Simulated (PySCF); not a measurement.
FGa, charge +1, doublet, at a GFN2-xTB geometry (such geometries of metal compounds can be far from the true shape) (a state made from the parent by changing its charge; the spin is typed, not shown lowest); HF/6-311G** run with PySCF.

PySCF was given this input:
```python
from pyscf import gto, scf

mol = gto.M(
    atom='''
Ga   -0.000000   -0.000000   -0.418933
F     0.000000    0.000000    1.442992
''',
    basis='6-311g**',
    charge=1,
    spin=1,
    verbose=4,
)

mf = scf.UHF(mol)
mf.kernel()
```

The log (banner, timings and long lists left out):

```
PySCF version 2.14.0

[INPUT] verbose = 4
[INPUT] num. atoms = 2
[INPUT] num. electrons = 39
[INPUT] charge = 1
[INPUT] spin (= nelec alpha-beta = 2S) = 1
[INPUT] symmetry False subgroup None
[INPUT] Mole.unit = angstrom
[INPUT] Symbol           X                Y                Z      unit          X                Y                Z       unit  Magmom
[INPUT]  1 Ga     0.000000000000   0.000000000000  -0.418933000000 AA    0.000000000000   0.000000000000  -0.791668634542 Bohr   0.0
[INPUT]  2 F      0.000000000000   0.000000000000   1.442992000000 AA    0.000000000000   0.000000000000   2.726859679938 Bohr   0.0

nuclear repulsion = 79.2945160770063
number of shells = 26
number of NR pGTOs = 115
number of NR cGTOs = 62
basis = 6-311g**
ecp = {}

******** <class 'pyscf.scf.uhf.UHF'> ********
method = UHF
initial guess = minao
damping factor = 0
level_shift factor = 0
DIIS = <class 'pyscf.scf.diis.CDIIS'>
diis_start_cycle = 1
diis_space = 8
diis_damp = 0
SCF conv_tol = 1e-09
SCF conv_tol_grad = None
SCF max_cycles = 50
direct_scf = True
direct_scf_tol = 1e-13
number electrons alpha = 20  beta = 19
Set gradient conv threshold to 3.16228e-05
init E= -2020.77895295164

cycle= 1 E= -2022.2649616391  delta_E= -1.49  |g|= 0.701  |ddm|= 1.04
cycle= 2 E= -2022.31265172092  delta_E= -0.0477  |g|= 0.512  |ddm|= 0.645
cycle= 3 E= -2022.36856062854  delta_E= -0.0559  |g|= 0.07  |ddm|= 0.217
cycle= 4 E= -2022.37150773198  delta_E= -0.00295  |g|= 0.0222  |ddm|= 0.0809
cycle= 5 E= -2022.37227900395  delta_E= -0.000771  |g|= 0.0122  |ddm|= 0.0431
cycle= 6 E= -2022.37252233312  delta_E= -0.000243  |g|= 0.00746  |ddm|= 0.0239
cycle= 7 E= -2022.3726704181  delta_E= -0.000148  |g|= 0.00557  |ddm|= 0.019
cycle= 8 E= -2022.37287635074  delta_E= -0.000206  |g|= 0.00304  |ddm|= 0.0401
cycle= 9 E= -2022.37293913293  delta_E= -6.28e-05  |g|= 0.000747  |ddm|= 0.031
cycle= 10 E= -2022.37294110356  delta_E= -1.97e-06  |g|= 0.000249  |ddm|= 0.00444
cycle= 11 E= -2022.372941265  delta_E= -1.61e-07  |g|= 0.000103  |ddm|= 0.0011
cycle= 12 E= -2022.37294128913  delta_E= -2.41e-08  |g|= 3.55e-05  |ddm|= 0.000543
cycle= 13 E= -2022.37294128973  delta_E= -6.02e-10  |g|= 1.54e-05  |ddm|= 5.7e-05
Extra cycle  E= -2022.37294128991  delta_E= -1.82e-10  |g|= 9.63e-06  |ddm|= 1.66e-05
converged SCF energy = -2022.37294128991  <S^2> = 0.78622391  2S+1 = 2.0359017
```
